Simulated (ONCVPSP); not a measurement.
**How hard is this tungsten (W) ONCV potential?**

```
Element                 : W
Generator               : ONCVPSP 4.0.1
Type                    : optimised norm-conserving Vanderbilt (ONCV)
Functional              : PBE
Relativity              : scalar-relativistic
Frozen core             : [Kr] 4d10
Valence charge          : 28
Reference configuration : 4f14 5s2 5p6 5d4 (charge +2)
Partial waves           : 5s: rc 1.80 bohr, ncon 4, nbas 7, qcut 6.5 1/bohr, 2 projectors, debl 2 Ha; 5p: rc 1.50 bohr, ncon 3, nbas 6, qcut 7.7 1/bohr, 2 projectors, debl 0.8 Ha; 5d: rc 1.80 bohr, ncon 3, nbas 6, qcut 6.2 1/bohr, 3 projectors, debl 2.7 Ha; 4f: rc 0.60 bohr, ncon 4, nbas 9, qcut 29.9 1/bohr, 2 projectors, debl 3.2 Ha
Local potential         : polynomial inside 0.55 bohr (lpopt 5, dvloc0 0 Ha)
Core correction         : Teter function, fcfact 4, rcfact 1.3
```

In the s channel the program set the typed energies aside and used -3.497, 0.050 Ha. In the p channel the program set the typed energies aside and used -2.179, 0.250 Ha.

Question: For each optimised wave give the share of its norm inside rc, the residual kinetic energy above qcut (Ha) and the cutoffs (Ha) for errors of 10, 1, 0.1 and 0.01 mHa per electron.

Answer:

| wave | norm inside rc | residual KE | 10 mHa | 1 mHa | 0.1 mHa | 0.01 mHa |
| --- | --- | --- | --- | --- | --- | --- |
| 5s | 0.966 | 1.3e-05 | 11.3 | 15.7 | 18.6 | 23.7 |
| s projector 2 | 0.069 | 3.7e-05 | 9.2 | 15.6 | 19.4 | 33.9 |
| 5p | 0.752 | 2.9e-05 | 15.1 | 22.4 | 26.9 | 53.5 |
| p projector 2 | 0.038 | 1.4e-05 | 7.4 | 19.4 | 25.6 | 31.1 |
| 5d | 0.532 | 1.3e-05 | 10.9 | 14.2 | 17.0 | 20.4 |
| d projector 2 | 0.079 | 4.9e-05 | 11.7 | 15.5 | 18.4 | 24.8 |
| d projector 3 | 0.081 | 3.7e-04 | 13.3 | 17.3 | 21.9 | 32.2 |
| 4f | 0.584 | 2.0e-06 | 313.8 | 360.3 | 396.2 | 424.5 |
| f projector 2 | 0.038 | 2.9e-07 | 258.5 | 319.1 | 368.0 | 403.4 |

The occupied waves need 360 Ha and 396 Ha for 1 and 0.1 mHa. Note: ghosts flagged at negative energy: s at -981.9 eV, p at -442.1 eV; GHOST(+) flagged for s at 113.6 eV, d at 181.2 eV. A true bound ghost makes a file unfit for plane-wave use.
